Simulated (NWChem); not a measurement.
Molecule: SiH2S2F2; SMILES S[Si](S)(F)F

```xyz
7

F     -0.1196    -1.2856    -1.3186
Si     0.0000     0.0000    -0.3589
F      0.1196     1.2856    -1.3186
S     -1.7836    -0.0207     0.7708
S      1.7836     0.0207     0.7708
H     -1.3851     1.0074     1.5525
H      1.3851    -1.0074     1.5525
```
Atoms are numbered in this order, from 1.

Level: PBE0/def2-SVP (NWChem), optimised geometry, unscaled harmonic frequencies. 

List the harmonic frequencies with IR intensities, and the thermochemistry.


| frequency (cm⁻¹) | IR intensity (km/mol) |
|---|---|
| 131 | 0.7 |
| 177 | 28.9 |
| 182 | 3.2 |
| 229 | 5.7 |
| 254 | 31.4 |
| 286 | 31.3 |
| 314 | 4.4 |
| 476 | 21.3 |
| 610 | 160.8 |
| 741 | 12.2 |
| 763 | 85.5 |
| 894 | 175.7 |
| 979 | 121.5 |
| 2717 | 3.8 |
| 2717 | 2.1 |

| Property | Value |
|---|---|
| zero-point energy | 16.4 kcal/mol |
| thermal correction to the enthalpy at 298.15 K (with zero-point energy) | 21.5 kcal/mol |
| heat capacity Cv | 23.2 cal/(mol K) |
| entropy at 298.15 K and 1 atm (symmetry number 2) | 83.1 cal/(mol K) |
| dipole moment | 2.39 D |

Rigid rotor and harmonic oscillator.
